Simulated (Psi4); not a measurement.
C₂H₆N (SMILES [CH2-]NC), charge -1, singlet, geometry from GFN2-xTB (a gas-phase anion, which may not be bound at this level); CCSD/3-21G run with Psi4.

Input for Psi4:
```
memory 2 GB

molecule {
-1 1
  C     0.06838840   -0.34344719    1.28001260
  N    -0.02031578    0.57728452    0.03028326
  C    -0.01464409   -0.23244926   -1.15661628
  H     0.07446949    0.42980237    2.12358233
  H    -1.00128293   -0.74920637    1.34561699
  H     0.85112316    1.11606852    0.04720825
  H     0.82050456   -0.96673735   -1.22449252
  H     0.01871469    0.39617056   -2.06419785
  H    -0.94378425   -0.81171072   -1.18007793
}

set basis 3-21g
set cc_type df
set mp2_type df
set scf_type df

energy('ccsd')
print_variables()
```

Q: Write the output that Psi4 gives for this input, abridged.

A: 
```
    For method 'CCSD', SCF Algorithm Type (re)set to DISK_DF.

   => Loading Basis Set <=

    Name: 3-21G
    Role: ORBITAL
    Keyword: BASIS

         ---------------------------------------------------------
                                   SCF
               by Justin Turney, Rob Parrish, Andy Simmonett
                          and Daniel G. A. Smith
                              RHF Reference
         ---------------------------------------------------------

  ==> Geometry <==

    Molecular point group: c1
    Full point group: C1

    Geometry (in Angstrom), charge = -1, multiplicity = 1:

       Center              X                  Y                   Z               Mass
    ------------   -----------------  -----------------  -----------------  -----------------
         C            0.064329774174    -0.356677716776     1.258559681309    12.000000000000
         N           -0.024374405826     0.564053993224     0.008830341309    14.003074004430
         C           -0.018702715826    -0.245679786776    -1.178069198691    12.000000000000
         H            0.070410864174     0.416571843224     2.102129411309     1.007825032230
         H           -1.005341555826    -0.762436896776     1.324164071309     1.007825032230
         H            0.847064534174     1.102837993224     0.025755331309     1.007825032230
         H            0.816445934174    -0.979967876776    -1.245945438691     1.007825032230
         H            0.014656064174     0.382940033224    -2.085650768691     1.007825032230
         H           -0.947842875826    -0.824941246776    -1.201530848691     1.007825032230

  Running in c1 symmetry.

  Rotational constants: A =      1.21514  B =      0.32144  C =      0.28087 [cm^-1]
  Rotational constants: A =  36429.04140  B =   9636.59133  C =   8420.21418 [MHz]
  Nuclear repulsion =   75.810155129413218

  Charge       = -1
  Multiplicity = 1
  Electrons    = 26
  Nalpha       = 13
  Nbeta        = 13

  ==> Algorithm <==

  SCF Algorithm Type is DISK_DF.
  DIIS enabled.
  MOM disabled.
  Fractional occupation disabled.
  Guess Type is SAD.
  Energy threshold   = 1.00e-08
  Density threshold  = 1.00e-08
  Integral threshold = 1.00e-12

  ==> Primary Basis <==

  Basis Set: 3-21G
    Blend: 3-21G
    Number of shells: 27
    Number of basis functions: 39
    Number of Cartesian functions: 39
    Spherical Harmonics?: false
    Max angular momentum: 1

   => Loading Basis Set <=

    Name: (3-21G AUX)
    Role: JKFIT
    Keyword: DF_BASIS_SCF

  ==> Integral Setup <==

  ==> DiskDFJK: Density-Fitted J/K Matrices <==

    J tasked:                  Yes
    K tasked:                  Yes
    wK tasked:                  No
    Integrals threads:           1
    Algorithm:                Core
    Integral Cache:           SAVE
    Schwarz Cutoff:          1E-12
    Fitting Condition:       1E-10

   => Auxiliary Basis Set <=

  Basis Set: (3-21G AUX)
    Blend: DEF2-UNIVERSAL-JKFIT
    Number of shells: 111
    Number of basis functions: 391
    Number of Cartesian functions: 391
    Spherical Harmonics?: false
    Max angular momentum: 4

  Minimum eigenvalue in the overlap matrix is 2.5655060993E-02.
  Reciprocal condition number of the overlap matrix is 6.1096741728E-03.
    Using symmetric orthogonalization.

  ==> Pre-Iterations <==

  SCF Guess: Superposition of Atomic Densities via on-the-fly atomic UHF (no occupation information).

   -------------------------
    Irrep   Nso     Nmo
   -------------------------
     A         39      39
   -------------------------
    Total      39      39
   -------------------------

  ==> Iterations <==

                           Total Energy        Delta E     RMS |[F,P]|

   @DF-RHF iter SAD:  -131.84624985073100   -1.31846e+02   0.00000e+00
   @DF-RHF iter   1:  -132.64838121313198   -8.02131e-01   1.08909e-02 DIIS/ADIIS
   @DF-RHF iter   2:  -132.74762196632767   -9.92408e-02   4.69726e-03 DIIS/ADIIS
   @DF-RHF iter   3:  -132.76310051825573   -1.54786e-02   6.90181e-04 DIIS/ADIIS
   @DF-RHF iter   4:  -132.76384905325460   -7.48535e-04   2.50862e-04 DIIS/ADIIS
   @DF-RHF iter   5:  -132.76391564878350   -6.65955e-05   6.97381e-05 DIIS
   @DF-RHF iter   6:  -132.76392569943121   -1.00506e-05   1.48019e-05 DIIS
   @DF-RHF iter   7:  -132.76392631466925   -6.15238e-07   3.45352e-06 DIIS
   @DF-RHF iter   8:  -132.76392633705620   -2.23870e-08   1.06679e-06 DIIS
   @DF-RHF iter   9:  -132.76392633946560   -2.40939e-09   2.54277e-07 DIIS
   @DF-RHF iter  10:  -132.76392633967254   -2.06938e-10   5.29896e-08 DIIS
   @DF-RHF iter  11:  -132.76392633968121   -8.66862e-12   9.08586e-09 DIIS
  Energy and wave function converged.

  ==> Post-Iterations <==

    Orbital Energies [Eh]
    ---------------------

    Doubly Occupied:

[...]
      13A      0.010460

    Virtual:

[...]
    Final Occupation by Irrep:
              A
    DOCC [    13 ]
    NA   [    13 ]
    NB   [    13 ]

  @DF-RHF Final Energy:  -132.76392633968121

   => Energetics <=

    Nuclear Repulsion Energy =             75.8101551294132179
    One-Electron Energy =                -335.2751585482720884
    Two-Electron Energy =                 126.7010770791776793
    Total Energy =                       -132.7639263396812055

Computation Completed

Properties will be evaluated at   0.000000,   0.000000,   0.000000 [a0]

Properties computed using the SCF density matrix

 Multipole Moments:

 ------------------------------------------------------------------------------------
     Multipole            Electronic (a.u.)      Nuclear  (a.u.)        Total (a.u.)
 ------------------------------------------------------------------------------------

 L = 1.  Multiply by 2.5417464519 to convert [e a0] to [Debye]
 Dipole X            :          0.2185828           -0.1917421            0.0268407
 Dipole Y            :          1.1598195           -0.6250519            0.5347676
 Dipole Z            :         -0.7127000           -1.0135035           -1.7262035
 Magnitude           :                                                    1.8073393

 ------------------------------------------------------------------------------------

  Constructing Basis Sets for FNOCC...

   => Loading Basis Set <=

    Name: (3-21G AUX)
    Role: JKFIT
    Keyword: DF_BASIS_SCF

   => Loading Basis Set <=

    Name: (3-21G AUX)
    Role: RIFIT
    Keyword: DF_BASIS_CC

        *******************************************************
        *                                                     *
        *                       DF-CCSD                       *
        *                 Density-fitted CCSD                 *
        *                                                     *
        *                   Eugene DePrince                   *
        *                                                     *
        *******************************************************

  ==> 3-index integrals <==

  ==> DF Tensor (by Rob Parrish) <==

 => Primary Basis Set <=

  Basis Set: 3-21G
    Blend: 3-21G
    Number of shells: 27
    Number of basis functions: 39
    Number of Cartesian functions: 39
    Spherical Harmonics?: false
    Max angular momentum: 1

 => Auxiliary Basis Set <=

  Basis Set: (3-21G AUX)
    Blend: DEF2-SVP-RI
    Number of shells: 84
    Number of basis functions: 228
    Number of Cartesian functions: 255
    Spherical Harmonics?: true
    Max angular momentum: 3

    Number of auxiliary functions:         228

  ==> Memory <==

  ==> Input parameters <==

        Freeze core orbitals?                  no
        Use frozen natural orbitals?           no
        r_convergence:                  1.000e-07
        e_convergence:                  1.000e-06
        Number of DIIS vectors:                 8
        Number of frozen core orbitals:         0
        Number of active occupied orbitals:    13
        Number of active virtual orbitals:     26
        Number of frozen virtual orbitals:      0

  Begin singles and doubles coupled cluster iterations

   Iter  DIIS          Energy       d(Energy)          |d(T)|     time
      0   0 1   -0.2932305640   -0.2932305640    0.2889316597        0
      1   1 1   -0.3143062254   -0.0210756614    0.0617821579        0
      2   2 1   -0.3241340979   -0.0098278725    0.0226811896        1
      3   3 1   -0.3287698459   -0.0046357480    0.0099153001        0
      4   4 1   -0.3288219669   -0.0000521209    0.0023269623        0
      5   5 1   -0.3288707841   -0.0000488172    0.0009842411        0
      6   6 1   -0.3288612722    0.0000095119    0.0003411415        0
      7   7 1   -0.3288548947    0.0000063775    0.0001180833        0
      8   8 1   -0.3288549158   -0.0000000211    0.0000454256        1
      9   8 2   -0.3288547061    0.0000002097    0.0000143191        0
     10   8 3   -0.3288544480    0.0000002580    0.0000067035        0
     11   8 4   -0.3288545394   -0.0000000913    0.0000031084        0
     12   8 5   -0.3288545922   -0.0000000529    0.0000012025        0
     13   8 6   -0.3288546414   -0.0000000492    0.0000004121        0
     14   8 7   -0.3288546513   -0.0000000099    0.0000001578        1
     15   8 8   -0.3288546525   -0.0000000012    0.0000000724        0

  CCSD iterations converged!

        T1 diagnostic:                        0.008664144973
        D1 diagnostic:                        0.031123406667

        OS MP2 correlation energy:           -0.231865660695
        SS MP2 correlation energy:           -0.061364903325
        MP2 correlation energy:              -0.293230564020
      * MP2 total energy:                  -133.057156903701

        OS CCSD correlation energy:          -0.275135071558
        SS CCSD correlation energy:          -0.053719580950
        CCSD correlation energy:             -0.328854652508
      * CCSD total energy:                 -133.092780992190

  Total time for CCSD iterations:       1.11 s (user)
                                        0.39 s (system)
                                           3 s (total)

  Time per iteration:                   0.07 s (user)
                                        0.03 s (system)
                                        0.20 s (total)

  Variable Map:
  ----------------------------------------------------------------------------
[...]
  Array Variable Map:
  ----------------------------------------------------------------------------
[...]
[...]
```
